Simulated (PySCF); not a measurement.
# Ne+ (neon, charge +1) across methods

[He] 2s2 2p5, 2P determinant. Calculation: PySCF 2.14, in dyall-av2z; the non-relativistic Hamiltonian (point nucleus).

```csv
method,E (hartree),mean ε 2s β (eV),mean ε 2p α (eV),mean ε 2p β (eV),Σ⟨r²⟩ (bohr²),⟨S²⟩
LDA,-127.4113,-53.970,-33.378,-31.225,6.966,0.751
PBE,-128.0635,-54.093,-33.219,-31.219,6.940,0.751
PBE0,-128.0765,-57.945,-36.372,-34.196,6.877,0.751
r2SCAN0,-128.1326,-58.810,-37.077,-34.757,6.824,0.752
r2SCAN,-128.1377,-55.404,-34.196,-32.002,6.853,0.751
wB97X,-128.1607,-60.237,-38.694,-36.607,6.856,0.751
r2SCANh,-128.1356,-56.764,-35.347,-33.103,6.841,0.751
wB97M-V,-128.1555,-60.750,-38.804,-36.723,6.906,0.751
UHF,-127.81722,-68.250,-44.933,-42.056,6.775,0.752
```
